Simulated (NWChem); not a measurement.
System meant: GeSiH₄F₂; SMILES F[SiH]([GeH3])F

Input file for NWChem:

```
start job
memory heap 200 mb stack 900 mb global 1100 mb
geometry units angstroms noautoz
  Si     0.002678    -1.029610    -0.384316
  F      1.273521    -1.707987     0.388467
  F     -1.354154    -1.683229     0.251516
  Ge     0.001297     1.312025     0.054077
  H      0.073925    -1.438114    -1.824633
  H     -1.216710     1.980230    -0.634489
  H      1.300607     1.956210    -0.494505
  H     -0.081328     1.561357     1.580521
end
basis spherical
  Si library def2-svp
  F library def2-svp
  Ge library def2-svp
  H library def2-svp
end
dft
  odft
  mult 2
  xc pbe0
  iterations 150
  mulliken
end
task dft energy
```

End of the output:

```
 ==============================================================================
                                 internuclear angles
 ------------------------------------------------------------------------------
        center 1       |       center 2       |       center 3       |  degrees
 ------------------------------------------------------------------------------
    2 F                |   1 Si               |   3 F                |   107.18
    2 F                |   1 Si               |   4 Ge               |   108.74
    2 F                |   1 Si               |   5 H                |   107.71
    3 F                |   1 Si               |   4 Ge               |   108.72
    3 F                |   1 Si               |   5 H                |   107.71
    4 Ge               |   1 Si               |   5 H                |   116.41
    1 Si               |   4 Ge               |   6 H                |   110.02
    1 Si               |   4 Ge               |   7 H                |   110.05
    1 Si               |   4 Ge               |   8 H                |   109.85
    6 H                |   4 Ge               |   7 H                |   108.79
    6 H                |   4 Ge               |   8 H                |   109.05
    7 H                |   4 Ge               |   8 H                |   109.06
 ------------------------------------------------------------------------------
                            number of included internuclear angles:         12
 ==============================================================================

 Summary of "ao basis" -> "" (spherical)
 ------------------------------------------------------------------------------
       Tag                 Description            Shells   Functions and Types
 ---------------- ------------------------------  ------  ---------------------
 Si                         def2-svp                 8       18   4s3p1d
 F                          def2-svp                 6       14   3s2p1d
 Ge                         def2-svp                12       32   5s4p3d
 H                          def2-svp                 3        5   2s1p

                                 NWChem DFT Module
                                 -----------------

 Summary of "ao basis" -> "ao basis" (spherical)
 ------------------------------------------------------------------------------
       Tag                 Description            Shells   Functions and Types
 ---------------- ------------------------------  ------  ---------------------
 Si                         def2-svp                 8       18   4s3p1d
 F                          def2-svp                 6       14   3s2p1d
 Ge                         def2-svp                12       32   5s4p3d
 H                          def2-svp                 3        5   2s1p

  number of electrons :                   68
  multiplicity        :                    2
 ------------------------------------------------------------------------
  no. of electrons and multiplicity not compatible                  68
 ------------------------------------------------------------------------
 ------------------------------------------------------------------------
  current input line :
    26: task dft energy
 ------------------------------------------------------------------------
 ------------------------------------------------------------------------
 There is an error in the input file
 ------------------------------------------------------------------------
 For more information see the NWChem manual at https://nwchemgit.github.io

0: no. of electrons and multiplicity not compatible:Received an Error in Communication
```

**Question.** Find the fault in this run and fix the input.

**Answer.** The program refused the input. Cause: the multiplicity doesn't fit the number of electrons (an even count wants an odd multiplicity, and the reverse). This input runs:
```
start job
memory heap 200 mb stack 900 mb global 1100 mb
geometry units angstroms noautoz
  Si     0.002678    -1.029610    -0.384316
  F      1.273521    -1.707987     0.388467
  F     -1.354154    -1.683229     0.251516
  Ge     0.001297     1.312025     0.054077
  H      0.073925    -1.438114    -1.824633
  H     -1.216710     1.980230    -0.634489
  H      1.300607     1.956210    -0.494505
  H     -0.081328     1.561357     1.580521
end
basis spherical
  * library def2-svp
end
dft
  xc pbe0
  iterations 150
  mulliken
end
task dft energy
```
It converges to -2567.60739 Ha (PBE0/def2-SVP).
